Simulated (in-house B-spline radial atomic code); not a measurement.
# Ge2+: [Ar] 3d10 4s2

Level of theory: non-relativistic AM05, spin-polarised, spherical fractional occupations, point nucleus; calculated with an all-electron radial atomic-structure program (B-spline basis).

Z_r = [3n² - l(l+1)]/(2<r>); Z_e = n√(-2ε); the last column is Slater's effective charge. Values are occupation-weighted means over spin.

| shell | electrons | ε (eV) | <r> (bohr) | Z_r | Z_e | Slater |
| --- | --- | --- | --- | --- | --- | --- |
| 1s | 2 | -10805 | 0.04791 | 31.31 | 28.18 | 31.70 |
| 2s | 2 | -1355 | 0.2141 | 28.02 | 19.96 | 27.85 |
| 2p | 6 | -1209.3 | 0.1854 | 26.97 | 18.86 | 27.85 |
| 3s | 2 | -182.26 | 0.636 | 21.23 | 10.98 | 20.75 |
| 3p | 6 | -134.02 | 0.6522 | 19.17 | 9.42 | 20.75 |
| 3d | 10 | -50.068 | 0.7278 | 14.43 | 5.75 | 10.85 |
| 4s | 2 | -28.766 | 1.966 | 12.21 | 5.82 | 6.35 |

The least bound orbital is 4s at -28.77 eV, and it is also the most diffuse (<r> = 1.966 bohr).
